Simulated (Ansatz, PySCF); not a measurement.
C3H8OSe, SMILES CC[Se]OC. Atoms are numbered in the order given.

```xyz
13

Se    -0.1233    -0.0161     0.8363
C      0.0391    -1.6212    -0.2754
C     -0.4335    -1.4449    -1.7113
H     -0.5598    -2.3697     0.2716
H      1.0920    -1.9369    -0.2283
H      0.1670    -0.6755    -2.2191
H     -1.4916    -1.1446    -1.7512
H     -0.3155    -2.3876    -2.2718
O      0.9956     1.0457    -0.1560
C      0.3453     2.0678    -0.8983
H     -0.1592     2.8018    -0.2447
H      1.1426     2.5833    -1.4571
H     -0.3952     1.6647    -1.6117
```

Geometry: TPSSh-D3(BJ)/def2-SVP. Other conformers were not sampled.

Two levels are set side by side: PBE-D3(BJ)/def2-SVP (Ansatz, an electronic-structure program) and TPSSh-D3(BJ)/def2-SVP (PySCF). Each level has its own optimised geometry; the coordinates shown are those of the second. Frequencies come from the Hessian of PySCF at each geometry. Differences are taken from unrounded values.

| quantity | TPSSh-D3(BJ) |
|---|---|
| mean bond length (Å) | 1.296 |
| bond Se1–C2 (Å) | 1.959 |
| bond Se1–O9 (Å) | 1.834 |
| bond C2–C3 (Å) | 1.522 |
| bond O9–C10 (Å) | 1.421 |
| bond C2–H4 (Å) | 1.104 |
| bond C2–H5 (Å) | 1.100 |
| bond C3–H6 (Å) | 1.100 |
| bond C3–H7 (Å) | 1.101 |
| bond C3–H8 (Å) | 1.103 |
| bond C10–H11 (Å) | 1.105 |
| bond C10–H12 (Å) | 1.102 |
| bond C10–H13 (Å) | 1.104 |
| highest harmonic wavenumber (cm⁻¹) | 3139 |
| mean harmonic wavenumber (cm⁻¹) | 1427 |
| zero-point energy (kcal/mol) | 67.30 |

Problem. What does PBE-D3(BJ) give, and how far is it from TPSSh-D3(BJ)? (An estimate is asked for; the answer gives what the named calculation found.)

Solution. 
```json
[
 {"quantity": "mean bond length (Å)", "PBE-D3(BJ)": "1.304", "PBE-D3(BJ) minus TPSSh-D3(BJ)": "0.008"},
 {"quantity": "bond Se1–C2 (Å)", "PBE-D3(BJ)": "1.966", "PBE-D3(BJ) minus TPSSh-D3(BJ)": "0.007"},
 {"quantity": "bond Se1–O9 (Å)", "PBE-D3(BJ)": "1.851", "PBE-D3(BJ) minus TPSSh-D3(BJ)": "0.017"},
 {"quantity": "bond C2–C3 (Å)", "PBE-D3(BJ)": "1.522", "PBE-D3(BJ) minus TPSSh-D3(BJ)": "0.000"},
 {"quantity": "bond O9–C10 (Å)", "PBE-D3(BJ)": "1.421", "PBE-D3(BJ) minus TPSSh-D3(BJ)": "0.000"},
 {"quantity": "bond C2–H4 (Å)", "PBE-D3(BJ)": "1.112", "PBE-D3(BJ) minus TPSSh-D3(BJ)": "0.009"},
 {"quantity": "bond C2–H5 (Å)", "PBE-D3(BJ)": "1.109", "PBE-D3(BJ) minus TPSSh-D3(BJ)": "0.008"},
 {"quantity": "bond C3–H6 (Å)", "PBE-D3(BJ)": "1.108", "PBE-D3(BJ) minus TPSSh-D3(BJ)": "0.008"},
 {"quantity": "bond C3–H7 (Å)", "PBE-D3(BJ)": "1.108", "PBE-D3(BJ) minus TPSSh-D3(BJ)": "0.008"},
 {"quantity": "bond C3–H8 (Å)", "PBE-D3(BJ)": "1.111", "PBE-D3(BJ) minus TPSSh-D3(BJ)": "0.008"},
 {"quantity": "bond C10–H11 (Å)", "PBE-D3(BJ)": "1.114", "PBE-D3(BJ) minus TPSSh-D3(BJ)": "0.009"},
 {"quantity": "bond C10–H12 (Å)", "PBE-D3(BJ)": "1.111", "PBE-D3(BJ) minus TPSSh-D3(BJ)": "0.009"},
 {"quantity": "bond C10–H13 (Å)", "PBE-D3(BJ)": "1.114", "PBE-D3(BJ) minus TPSSh-D3(BJ)": "0.010"},
 {"quantity": "highest harmonic wavenumber (cm⁻¹)", "PBE-D3(BJ)": "3079", "PBE-D3(BJ) minus TPSSh-D3(BJ)": "-60"},
 {"quantity": "mean harmonic wavenumber (cm⁻¹)", "PBE-D3(BJ)": "1384", "PBE-D3(BJ) minus TPSSh-D3(BJ)": "-42"},
 {"quantity": "zero-point energy (kcal/mol)", "PBE-D3(BJ)": "65.30", "PBE-D3(BJ) minus TPSSh-D3(BJ)": "-2.00"}
]
```

GGA bonds tend to be longer and softer than those of functionals with exact exchange. Differences between two approximate levels are no errors against the true value.
